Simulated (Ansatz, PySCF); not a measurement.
C$_{6}$H$_{14}$N, doublet, geometry from GFN2-xTB. Base run: CCSD(T)/STO-3G (PySCF).

The PySCF input:
```python
from pyscf import gto, scf, cc

mol = gto.M(
    atom='''
C    -0.78444055    2.31390624   -0.21213019
C    -0.92158376    0.94288145   -0.72618139
N    -0.04394399    0.01269195   -0.03996213
C    -0.37217413   -1.37418904   -0.32035186
C    -1.54199866   -1.85935503    0.53025707
C     1.36117018    0.32312723   -0.25379544
C     2.21178958   -0.09019059    0.94202307
H    -1.05819233    3.15268870   -0.82042225
H    -0.49978019    2.47238166    0.80799615
H    -0.76276961    0.92885085   -1.82472144
H    -1.95320338    0.58673815   -0.56728675
H    -0.59962097   -1.52657484   -1.39133346
H     0.50113629   -1.98333989   -0.08050316
H    -2.46403595   -1.34597804    0.26894386
H    -1.69149959   -2.92621058    0.38228199
H    -1.33130743   -1.67312532    1.57960319
H     1.74752037   -0.15271108   -1.17231933
H     1.43569776    1.40702297   -0.38063349
H     3.24141303    0.22568209    0.79252063
H     1.82551531    0.37660703    1.84369834
H     2.20015840   -1.16795700    1.08298302
''',
    basis='sto-3g',
    spin=1,
    verbose=4,
)

mf = scf.UHF(mol)
mf.kernel()

mycc = cc.CCSD(mf)
mycc.kernel()
et = mycc.ccsd_t()
print('E(CCSD(T)) = %.10f' % (mycc.e_tot + et))
```

The same geometry, method and basis name were run in Ansatz (a program for electronic structure) and PySCF, at each program's defaults and at the settings that a row names. The base is PySCF at its defaults. Differences at the defaults can come from grids, fitting, cores and function types together.

| code and settings | ΔE vs base (µEh) | basis functions | E (Eh) | SCF cycles | SCF-reference dipole (D) |
|---|---|---|---|---|---|
| PySCF, defaults (exact integrals, spherical functions, all electrons correlated) | 0.0 | 49 | -286.73198 | 11 | 0.83 |
| Ansatz, defaults (factorised integrals, spherical functions, frozen core) | 2816 | 49 | -286.72916 | - | - |
| PySCF, frozen core | 2769 | 49 | -286.72921 | 11 | 0.83 |
| Ansatz, high accuracy, frozen core | 2769 | 49 | -286.72921 | - | - |

Open shells are given as the SCF converged; they aren't shown to be the lowest states, and a large step between rows can be another state.
